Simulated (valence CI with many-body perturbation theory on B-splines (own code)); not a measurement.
# Gd LIX: calculated level list

Method: relativistic CI+MBPT: four valence electrons over a frozen Dirac-Fock core [He], a basis of 11 s, 11 p, 10 d, 8 f, 5 g, 2 h functions for each j, with the one-electron correlation potential Σ1 (screened to all orders), the two-electron term Σ2, the three-electron term Σ3, Breit, model QED; selected single and double excitations, second order for the rest, scaled by the run's own slope (own B-spline code, finite nucleus).

The last digits are not significant, and no measured levels were compared; by estimate large intervals hold to a few tenths of a per cent, small ones and those within an open d or f shell to about a per cent. Among the levels kept, up to 920 cm⁻¹ of a level comes from second order outside the variational space, and about a tenth of that is noise between levels of different J, which matters for small intervals.

Levels 46 to 90 of 207, with energies above the lowest level, (2s^2 2p1/2^2) J=0. "Leading %" is the weight of the configuration and term that name the level; weights of strongly mixed levels are sums over their largest components and can fall short. In the jj column 3d3/2^4 stands for four electrons in 3d with j = 3/2. Lifetimes count E1, E2, E3, M1 and M2 decay at the calculated energies, and are blank where another channel may lead or the interval is too uncertain; long ones can be off by a factor of two.

```csv
No.,Configuration,Term,J,E (Ry),Leading %,Second component,Leading jj,Lifetime
46,2s 2p2 3s,3P,1,614.23,66,19 % 2s 2p2 3s 5P,2s 2p1/2 2p3/2 3s (98 %),6.57 fs
47,2s 2p2 3s,3D,3,615.03,61,38 % 2s 2p2 3s 5P,2s 2p1/2 2p3/2 3s (98 %),12.1 fs
48,2s 2p2 3s,3P,2,616.66,39,35 % 2s 2p2 3s 3D,2s 2p1/2 2p3/2 3s (98 %),6.73 fs
49,2s 2p2 3p,5P°,1,617.94,39,31 % 2s 2p2 3p 5D°,2s 2p1/2 2p3/2 3p1/2 (100 %),10.6 fs
50,2s 2p2 3p,5D°,2,618.67,46,19 % 2s 2p2 3p 3D°,2s 2p1/2 2p3/2 3p1/2 (99 %),5.42 fs
51,2s 2p2 3s,1P,1,619.91,43,36 % 2s 2p2 3s 3D,2s 2p1/2 2p3/2 3s (90 %),6.91 fs
52,2s 2p2 3s,3P,0,619.92,96,,2s 2p1/2 2p3/2 3s (96 %),6.05 fs
53,2s 2p2 3s,3P,1,620.39,68,22 % 2s 2p2 3s 3D,2s 2p1/2 2p3/2 3s (98 %),13.5 fs
54,2s 2p2 3s,1D,2,620.56,40,32 % 2s 2p2 3s 3P,2s 2p1/2 2p3/2 3s (97 %),12.5 fs
55,2s 2p2 3p,3D°,3,620.76,33,27 % 2s 2p2 3p 3F°,2s 2p1/2 2p3/2 3p1/2 (99 %),3.54 fs
56,2s2 2p 3p,3D,3,622.76,97,,2s^2 2p3/2 3p3/2 (97 %),138 fs
57,2s2 2p 3p,1P,1,622.92,49,34 % 2s2 2p 3p 3S,2s^2 2p3/2 3p3/2 (89 %),38.1 fs
58,2s 2p2 3p,3P°,2,622.99,42,17 % 2s 2p2 3p 3D°,2s 2p1/2 2p3/2 3p1/2 (99 %),6.16 fs
59,2s2 2p 3p,3P,2,624.72,61,34 % 2s2 2p 3p 1D,2s^2 2p3/2 3p3/2 (95 %),92.4 fs
60,2s 2p2 3p,3P°,0,625.00,49,26 % 2s 2p2 3p 5D°,2s 2p1/2 2p3/2 3p1/2 (97 %),3.14 fs
61,2s 2p2 3p,3D°,1,625.08,59,15 % 2s 2p2 3p 3P°,2s 2p1/2 2p3/2 3p1/2 (97 %),3.29 fs
62,2s 2p2 3p,3F°,2,625.25,45,23 % 2s 2p2 3p 1D°,2s 2p1/2 2p3/2 3p1/2 (97 %),4.30 fs
63,2s2 2p 3p,1S,0,626.37,65,31 % 2s2 2p 3p 3P,2s^2 2p3/2 3p3/2 (96 %),87.7 fs
64,2s 2p2 3p,3D°,1,628.14,30,28 % 2s 2p2 3p 1P°,2s 2p1/2 2p3/2 3p1/2 (99 %),6.15 fs
65,2s2 2p 3d,3D°,2,628.40,47,26 % 2s2 2p 3d 1D°,2s^2 2p3/2 3d3/2 (95 %),1.38 fs
66,2s2 2p 3d,3F°,3,628.91,52,30 % 2s2 2p 3d 1F°,2s^2 2p3/2 3d3/2 (95 %),1.37 fs
67,2s2 2p 3d,3P°,1,629.18,56,36 % 2s2 2p 3d 3D°,2s^2 2p3/2 3d3/2 (96 %),1.10 fs
68,2s2 2p 3d,3P°,0,629.37,96,,2s^2 2p3/2 3d3/2 (96 %),1.45 fs
69,2s2 2p 3d,3F°,4,631.88,97,,2s^2 2p3/2 3d5/2 (97 %),10.9 ps
70,2s2 2p 3d,3P°,2,632.71,45,38 % 2s2 2p 3d 1D°,2s^2 2p3/2 3d5/2 (96 %),1.55 fs
71,2s2 2p 3d,3D°,3,633.71,42,28 % 2s2 2p 3d 1F°,2s^2 2p3/2 3d5/2 (68 %),965 as
72,2s 2p2 3p,5D°,3,634.11,35,25 % 2s 2p2 3p 5P°,2s 2p1/2 2p3/2 3p3/2 (72 %),2.43 fs
73,2s2 2p 3d,1P°,1,634.40,24,18 % 2s 2p2 3p 5P°,2s 2p1/2 2p3/2 3p3/2 (59 %),2.01 fs
74,2s2 2p 3d,1P°,1,634.69,38,15 % 2s2 2p 3d 3P°,2s^2 2p3/2 3d5/2 (60 %),1.55 fs
75,2s 2p2 3p,3D°,2,635.35,31,18 % 2s 2p2 3p 5S°,2s 2p1/2 2p3/2 3p3/2 (79 %),5.46 fs
76,2p3 3s,3P°,2,636.32,18,16 % 2s 2p2 3p 3D°,2s 2p1/2 2p3/2 3p3/2 (62 %),6.19 fs
77,2s 2p2 3p,3P°,0,636.52,81,14 % 2s 2p2 3p 5D°,2s 2p1/2 2p3/2 3p3/2 (99 %),3.11 fs
78,2p3 3s,1P°,1,636.70,17,16 % 2s 2p2 3p 1P°,2p1/2^2 2p3/2 3s (53 %),4.38 fs
79,2s 2p2 3p,3F°,4,636.75,60,39 % 2s 2p2 3p 5D°,2s 2p1/2 2p3/2 3p3/2 (98 %),711 fs
80,2s 2p2 3p,3D°,3,638.38,52,26 % 2s 2p2 3p 1F°,2s 2p1/2 2p3/2 3p3/2 (99 %),5.28 fs
81,2s 2p2 3p,3P°,2,638.39,33,16 % 2p3 3s 3P°,2s 2p1/2 2p3/2 3p3/2 (64 %),12.4 fs
82,2s 2p2 3d,5F,2,639.12,45,17 % 2s 2p2 3d 3P,2s 2p1/2 2p3/2 3d3/2 (98 %),3.21 fs
83,2s 2p2 3d,5D,1,639.27,48,22 % 2s 2p2 3d 5F,2s 2p1/2 2p3/2 3d3/2 (99 %),4.01 fs
84,2s 2p2 3d,5D,0,639.36,83,15 % 2s 2p2 3d 3P,2s 2p1/2 2p3/2 3d3/2 (100 %),17.0 fs
85,2s 2p2 3p,1P°,1,639.52,21,11 % 2s 2p2 3p 3S°,2s 2p1/2 2p3/2 3p3/2 (62 %),4.45 fs
86,2s 2p2 3d,5F,3,639.80,52,15 % 2s 2p2 3d 3F,2s 2p1/2 2p3/2 3d3/2 (96 %),3.89 fs
87,2p3 3p,3P,1,641.74,16,15 % 2p3 3p 5P,2p1/2^2 2p3/2 3p1/2 (70 %),988 as
88,2s 2p2 3p,3D°,3,641.78,44,36 % 2s 2p2 3p 3F°,2s 2p1/2 2p3/2 3p3/2 (99 %),7.71 fs
89,2s 2p2 3p,3D°,2,641.82,35,22 % 2s 2p2 3p 3P°,2s 2p1/2 2p3/2 3p3/2 (93 %),5.95 fs
90,2p3 3p,3D,2,641.88,15,13 % 2p3 3p 3F,2p1/2^2 2p3/2 3p1/2 (64 %),1.03 fs
```
